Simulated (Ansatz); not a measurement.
Relaxation of AlFH$_{8}$N$_{2}$Si (13 atoms, charge 0, multiplicity 1), to a largest force component of 0.03 eV/Å in at most 50 steps.

Computed with RKS PBE0-D4/def2-SVP (Ansatz 0.2.0).

```xyz
13
Properties=species:S:1:pos:R:3:forces:R:3
Al 0.026 0.650 -0.531 0.01 -0.87 -0.27
F -0.120 0.046 2.287 -0.10 -0.16 -0.18
N 1.558 -0.146 -0.952 0.00 -0.02 -0.04
H 1.658 -1.067 -1.364 0.00 0.02 0.01
H 2.475 0.253 -0.788 -0.01 -0.01 0.01
N -1.530 0.012 -1.097 -0.03 -0.04 -0.01
H -1.673 -0.848 -1.615 0.01 0.01 0.00
H -2.427 0.394 -0.823 0.00 0.01 0.00
Si 0.085 2.722 0.582 -0.02 0.77 0.49
H 0.750 2.561 1.940 0.02 0.03 -0.07
H 0.846 3.813 -0.109 0.00 0.04 0.06
H -1.282 3.247 0.915 0.03 0.02 -0.03
H 0.226 0.879 2.494 0.11 0.19 0.03
```

Question: Where does it end, and by what steps?

Answer: The run converged. The force dipped under the threshold on the way, but the program's further checks kept it going. After 25 steps the energy has fallen by 0.170 eV; H8 moved furthest, 0.97 Å. Joined: Al1–F2 (2.89 → 2.10 Å).

```csv
step,energy less start (eV),largest force component (eV/Å),accepted
0,0.0000,0.875,yes
1,-0.0658,0.564,yes
2,-0.0863,1.038,yes
3,-0.1036,0.952,yes
4,-0.1186,0.686,yes
5,-0.1287,0.118,yes
6,-0.1330,0.090,yes
7,-0.1394,0.178,yes
8,-0.1440,0.186,yes
9,-0.1486,0.188,yes
10,-0.1511,0.255,yes
11,-0.1567,0.114,yes
12,-0.1592,0.099,yes
13,-0.1604,0.144,yes
14,-0.1614,0.209,yes
15,-0.1638,0.087,yes
16,-0.1653,0.200,yes
17,-0.1671,0.117,yes
18,-0.1679,0.078,yes
19,-0.1684,0.047,yes
20,-0.1689,0.111,yes
21,-0.1692,0.074,yes
22,-0.1698,0.027,yes
23,-0.1699,0.063,yes
24,-0.1701,0.046,yes
25,-0.1702,0.022,yes
```

```xyz
13
Properties=species:S:1:pos:R:3
Al -0.004 0.520 -0.314
F -0.143 0.063 1.733
N 1.531 -0.058 -0.998
H 1.708 -1.004 -1.317
H 2.368 0.505 -1.098
N -1.531 -0.278 -0.776
H -1.736 -0.565 -1.726
H -2.366 -0.354 -0.208
Si 0.167 2.816 0.601
H 0.144 2.560 2.123
H 1.447 3.578 0.432
H -0.969 3.777 0.427
H -0.023 0.955 2.061
```

Whether the end is a true minimum wasn't checked by a vibrational analysis.

Time of the run: 57 s on 4 threads of Arm Neoverse V1 (shared host), peak memory 0.28 GiB.
